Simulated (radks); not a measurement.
Task: These are the eigenvalues of the occupied orbitals of an atom or ion with whole-number occupations (eV). Calculated with a radial shooting solver on a logarithmic mesh with Libxc functionals: scalar-relativistic Kohn-Sham, PBE, spin-polarised, spherical densities, point nucleus.

1s up: -1433.842
1s down: -1425.959
2s up: -216.9456
2p up: -188.0776
3s up: -70.5498

Which element is it, and in what charge state? The configuration may be excited. Open shells, if any, are filled with parallel spins first.

Result: Z = 12, magnesium, charge +5: Mg5+ in [He] 2s1 2p3 3s1. The list shows which subshells hold electrons but not how many an open one holds; the 1s level, -52.693 hartree, gives Z - s = 10.3 by -(Z - s)^2/2, which with screening and relativity narrows Z to a few neighbours, and the depths of the outer levels then fix element, charge and occupations together.
